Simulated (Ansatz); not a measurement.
Steps of a relaxation of CH4ClFOSi (`OC(F)([SiH3])Cl`) with RKS PBE-D4/def2-SVP.

```sh
$ ansatz run in.yaml --threads 4 --pin off --events-out ev --progress --plain --max-ram 10444MiB
```

```yaml
crystal:
  periodic: [false, false, false]
  atoms:
    - {symbol: O, position_ang: [-0.885300, 0.107800, 1.510000]}
    - {symbol: C, position_ang: [-0.574900, 0.285000, 0.130800]}
    - {symbol: F, position_ang: [-1.658400, -0.231700, -0.568400]}
    - {symbol: Si, position_ang: [1.074100, -0.491300, -0.465300]}
    - {symbol: Cl, position_ang: [-0.513400, 2.027500, -0.233100]}
    - {symbol: H, position_ang: [-1.860900, 0.460100, 1.502100]}
    - {symbol: H, position_ang: [1.248900, -0.296500, -1.919700]}
    - {symbol: H, position_ang: [1.046700, -1.960700, -0.245900]}
    - {symbol: H, position_ang: [2.211800, 0.053600, 0.272400]}
basis:
  gaussian: {orbitals: def2-SVP}
hamiltonian: {xc: pbe, dispersion: d4}
relax: {f_tol: 0.03, max_steps: 200}
```

Positions (Å) and forces (eV/Å) along the path, 8 of 8 steps:

```xyz
9
step=1 energy=-26239.7163 eV
O    -0.885    0.108    1.510   -1.301    0.737   -1.718
C    -0.575    0.285    0.131   -1.064   -0.727    1.826
F    -1.658   -0.232   -0.568    0.279   -0.039   -0.364
Si    1.074   -0.491   -0.465   -0.106   -0.681    0.033
Cl   -0.513    2.027   -0.233    0.074    1.046   -0.393
H    -1.861    0.460    1.502    1.910   -0.731    0.453
H     1.249   -0.296   -1.920   -0.116    0.275   -0.356
H     1.047   -1.961   -0.246   -0.129   -0.303    0.135
H     2.212    0.054    0.272    0.452    0.423    0.384
9
step=2 energy=-26239.9216 eV
O    -0.836    0.074    1.461   -0.937    0.711   -1.218
C    -0.586    0.302    0.101   -0.127   -0.996    1.107
F    -1.634   -0.232   -0.637    0.074    0.149   -0.022
Si    1.067   -0.524   -0.442   -0.035   -0.016   -0.110
Cl   -0.507    2.060   -0.289   -0.078    0.524   -0.093
H    -1.777    0.415    1.562    0.916   -0.359    0.287
H     1.191   -0.236   -1.905    0.062   -0.047   -0.044
H     0.988   -2.001   -0.191   -0.009   -0.005    0.006
H     2.183    0.097    0.324    0.134    0.040    0.087
9
step=3 energy=-26239.9884 eV
O    -0.839    0.067    1.430   -0.025    0.111   -0.470
C    -0.598    0.292    0.098   -0.047   -0.523    0.363
F    -1.641   -0.222   -0.660    0.060    0.027   -0.002
Si    1.068   -0.527   -0.443    0.039    0.131   -0.079
Cl   -0.546    2.077   -0.284    0.018    0.309   -0.064
H    -1.738    0.423    1.599   -0.031    0.024    0.214
H     1.216   -0.247   -1.912    0.028   -0.058    0.072
H     0.976   -2.005   -0.182    0.009    0.037   -0.006
H     2.189    0.097    0.338   -0.050   -0.057   -0.029
9
step=4 energy=-26239.9965 eV
O    -0.850    0.060    1.412    0.039   -0.222    0.249
C    -0.611    0.251    0.096   -0.127    0.466   -0.015
F    -1.649   -0.219   -0.670   -0.119   -0.209   -0.117
Si    1.071   -0.514   -0.458    0.012   -0.046    0.040
Cl   -0.547    2.081   -0.293    0.072    0.051   -0.027
H    -1.724    0.441    1.657    0.108    0.030   -0.151
H     1.258   -0.260   -1.924   -0.040    0.014    0.041
H     0.965   -1.983   -0.186    0.063   -0.097   -0.019
H     2.176    0.096    0.348   -0.007    0.013   -0.001
9
step=5 energy=-26239.9885 eV rejected
O    -0.881    0.000    1.397    0.048    0.354    0.096
C    -0.642    0.243    0.086    0.335   -0.386   -0.232
F    -1.669   -0.268   -0.688    0.043    0.237   -0.079
Si    1.063   -0.517   -0.446   -0.123   -0.042   -0.059
Cl   -0.544    2.064   -0.295   -0.161   -0.152    0.122
H    -1.638    0.559    1.670   -0.148   -0.043    0.131
H     1.250   -0.218   -1.903    0.019   -0.009    0.025
H     1.001   -2.004   -0.225    0.010    0.030    0.005
H     2.149    0.095    0.386   -0.023    0.011   -0.008
9
step=6 energy=-26240.0069 eV
O    -0.861    0.033    1.409   -0.045    0.112   -0.011
C    -0.621    0.254    0.091    0.001   -0.063    0.011
F    -1.655   -0.236   -0.684    0.009    0.019   -0.027
Si    1.065   -0.525   -0.450    0.005    0.021   -0.009
Cl   -0.554    2.076   -0.282    0.002   -0.034    0.021
H    -1.689    0.504    1.654    0.049   -0.055    0.008
H     1.246   -0.243   -1.911   -0.005   -0.012    0.018
H     0.999   -2.007   -0.206   -0.003    0.025   -0.003
H     2.160    0.099    0.361   -0.015   -0.013   -0.009
9
step=7 energy=-26240.0076 eV
O    -0.858    0.038    1.409   -0.016   -0.002   -0.027
C    -0.620    0.255    0.091    0.006    0.005   -0.001
F    -1.653   -0.233   -0.688    0.014    0.004    0.032
Si    1.065   -0.523   -0.450   -0.008   -0.002   -0.001
Cl   -0.550    2.076   -0.281    0.001   -0.002    0.000
H    -1.694    0.491    1.656    0.000   -0.003   -0.001
H     1.243   -0.248   -1.912   -0.001   -0.001   -0.001
H     0.995   -2.002   -0.200    0.004    0.000   -0.001
H     2.162    0.100    0.358   -0.001    0.001    0.001
9
step=8 energy=-26240.0076 eV
O    -0.859    0.039    1.409   -0.003    0.006   -0.001
C    -0.619    0.257    0.092    0.004   -0.004    0.007
F    -1.652   -0.231   -0.686   -0.007    0.003   -0.003
Si    1.065   -0.523   -0.450    0.003    0.004   -0.002
Cl   -0.545    2.078   -0.281   -0.002   -0.006    0.003
H    -1.699    0.485    1.654    0.003    0.000   -0.003
H     1.239   -0.250   -1.912    0.001   -0.001    0.000
H     0.997   -2.002   -0.198    0.000   -0.001    0.000
H     2.162    0.101    0.356    0.001   -0.001    0.000
```

It took 8 s on 4 threads of an AMD EPYC 7B13 on a shared host, with 0.2 GiB of host memory at the peak.
